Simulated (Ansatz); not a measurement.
Predict a relaxed structure of (BeSe)4 cube (Be4Se4), charge 0, singlet, at PBE0-D4/def2-SVP (Ansatz).


```xyz
8

Be    0.439    0.982   -0.990
Be   -1.461   -0.029    0.043
Be    0.519    0.370    1.315
Be    0.503   -1.322   -0.368
Se   -0.777   -0.554   -1.971
Se   -0.754    1.981    0.552
Se    2.189    0.044   -0.064
Se   -0.657   -1.471    1.483
```
Point group Td (tolerance 0.1 Å). This is one stationary point.
